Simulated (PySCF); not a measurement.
**Two-dimensional NMR puzzle**

Compound of formula C4H8O2Si3. Correlations simulated from computed shifts and the bond graph:

HSQC (one-bond C–H):
```csv
δH,δC
5.49,116.4
2.03,102.1
```

COSY cross peaks (H two or three bonds apart, from the bond graph; peaks can be absent where the dihedral angle is near 90°):
```csv
δH,δH
5.50,5.49
5.15,5.09
```

HMBC (two and three bonds, from the bond graph):
```csv
δH,δC
5.50,"185.3, 116.4, 102.1, 90.2"
5.49,"185.3, 90.2"
5.15,"185.3, 116.4"
5.09,"185.3, 116.4"
4.99,185.3
2.03,90.2
```

Carbons without hydrogens: δ 185.3, 90.2.

PySCF 2.14 calculation with σ from GIAO-PBE0/pcSseg-1 and structure optimised with GFN2-xTB; gas phase, fast rotation and ring inversion assumed for equivalent nuclei, no relativistic terms, one conformer.

Chemical shifts δ = σref − σ; TMS for 1H (31.72 ppm), 13C (186.93 ppm), all at this level.

Exchangeable hydrogens are left out of these lists.

**Question.** Assemble the structure.

**Answer.** SMILES C#C[Si@H]1C=C(O[SiH3])[SiH2]O1.

Atoms are numbered as in `[CH:1]#[C:2][Si@H:3]1[CH:4]=[C:5]([O:6][SiH3:7])[SiH2:8][O:9]1`. Each H is labelled by its parent atom. Ha(Si8) is cis to C2 on the ring; Hb(Si8) is trans to C2 on the ring.

- δC 185.3 is C5, an alkene carbon bearing oxygen.
- δC 116.4 is C4, a β carbon of an enol-ether or enamine type C=C (δH 5.49).
- δC 102.1 is C1, a terminal alkyne carbon (δH 2.03).
- δC 90.2 is C2, an alkyne carbon.
- HMBC from δH 5.50 reaches the proton-free carbons C5, C2.
- HMBC from δH 5.49 reaches the proton-free carbons C5, C2.
- HMBC from δH 5.15 reaches the proton-free carbon C5.
- HMBC from δH 5.09 reaches the proton-free carbon C5.
- COSY links 5.50–5.49, 5.15–5.09.

The data come from this structure; uniqueness wasn't tested.

Shifts are as computed. Against solution values, carbons near 30 ppm lie about +3 ppm off and those near 130 ppm about +5 ppm. Of 1309 compounds with measured shifts, 239 miss one by over three times the rms of a fit or turn the order of signals round; such compounds aren't used in these exercises.
